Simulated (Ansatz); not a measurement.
The Si1–H4 bond of C2H4Si (SMILES C#C[SiH3]) is stretched (multiplicity 1, the rest rigid).
Geometry at rest (charge 0, multiplicity 1):
```csv
atom,x (Å),y (Å),z (Å)
Si,-0.9456,-0.0781,-0.4697
C,0.6846,0.0566,0.3401
C,1.7613,0.1455,0.8750
H,-1.0538,0.9501,-1.5267
H,-1.0849,-1.4224,-1.0694
H,-2.0102,0.1295,0.5351
H,2.7115,0.2240,1.3470
```

Frozen-core correlation.

Programs: Ansatz (a quantum-chemistry and plane-wave program) with Gaussian orbitals. 

FIC-MRCISD+Q on CASSCF(2,2)/cc-pV(T+d)Z, total energies (hartree):

```csv
R (Å),CASSCF,MRCISD,weight c² of the reference
1.479,-366.993308,-367.387268,0.87344
2.587,-366.896787,-367.281227,0.87348
4.731,-366.857045,-367.238208,0.87404
```

Task: Add the Davidson correction (E_MRCISD − E_CASSCF)(1 − c²)/c² and give the energies above the first point at the three levels.

Result: 
Corrections (hartree): -0.057082, -0.055683, -0.054929. Above the first point (kcal/mol):
- R = 2.587 Å: CASSCF 60.6, MRCISD 66.5, with the correction 67.4
- R = 4.731 Å: CASSCF 85.5, MRCISD 93.5, with the correction 94.9
